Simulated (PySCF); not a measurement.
## Electronic structure of Co⁻ (cobalt, charge -1) at the wB97M-V level

Configuration: [Ar] 3d8 4s2, high-spin 3F determinant. Calculation: PySCF 2.14, in aug-cc-pwCVTZ-DK (10s9p7d4f3g, 127 functions); scalar relativity by spin-free X2C-1e.

```json
{
  "Total energy": "-1393.155 hartree",
  "One-electron energy": "-1937.222 hartree",
  "Hartree (Coulomb) energy": "604.120 hartree",
  "Exchange-correlation energy": "-60.054 hartree",
  "⟨S²⟩": "2.0099",
  "⟨L²⟩": "12.018",
  "Sum of ⟨r⟩": "25.94 bohr",
  "Sum of ⟨r²⟩": "62.61 bohr²",
  "Langevin diamagnetic susceptibility": "-49.6 ×10⁻⁶ cm³/mol",
  "Time after the integrals": "roughly 20 core-seconds"
}
```

```
shell  electrons  mean orbital energy (eV)  spread (eV)  rms radius, mean of both spins (bohr)
 1s α          1                   -7627.7            0                                 0.0648
 1s β          1                   -7627.7            0                                 0.0648
 2s α          1                   -907.83            0                                  0.277
 2s β          1                   -906.54            0                                  0.277
 2p α          3                   -773.88            0                                  0.249
 2p β          3                   -772.86            0                                  0.249
 3s α          1                   -101.23            0                                  0.833
 3s β          1                   -98.582            0                                  0.833
 3p α          3                   -62.828            0                                  0.896
 3p β          3                   -59.937            0                                  0.896
 3d α          5                    -3.372        0.754                                   1.45
 3d β          3                    -1.766            0                                   1.45
 4s α          1                    -1.191            0                                   4.42
 4s β          1                    -0.986            0                                   4.42
```

Densities and radii are taken from the X2C orbitals without a picture-change correction, which distorts them close to the nucleus.
